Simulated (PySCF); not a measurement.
Bonds of Si to H, Cl, O, N

PBE0 in PySCF with def2-TZVP on every atom, for the lowest determinant that a PBE0 search found; no spin–orbit coupling. D0 is De less the harmonic zero-point energy.

```tsv
X	state of SiX	D0(SiX) (eV)	D0(X₂) (eV)
H	doublet (π ↑)	2.97	4.25
Cl	doublet (π ↑)	4.42	2.54
O	singlet (closed shell)	7.82	5.29
N	doublet (σ ↑)	4.38	9.61
```

**Question.** Give the energy of Si + X₂ → SiX + X at 0 K for each X.

**Answer.** H: 4.25 − 2.97 = +1.28 eV; Cl: 2.54 − 4.42 = -1.88 eV; O: 5.29 − 7.82 = -2.53 eV; N: 9.61 − 4.38 = +5.23 eV (PBE0/def2-TZVP; negative means exothermic).

**Question.** Does an atom of N displace Cl from SiCl?

**Answer.** SiCl + N → SiN + Cl has ΔE = 4.42 − 4.38 = +0.04 eV at PBE0/def2-TZVP, so it is too close to call at this level.

Gas-phase diatomics only hint at surface chemistry, where an atom holds several bonds.

States were picked by a PBE0 search and need not be the measured ground states.
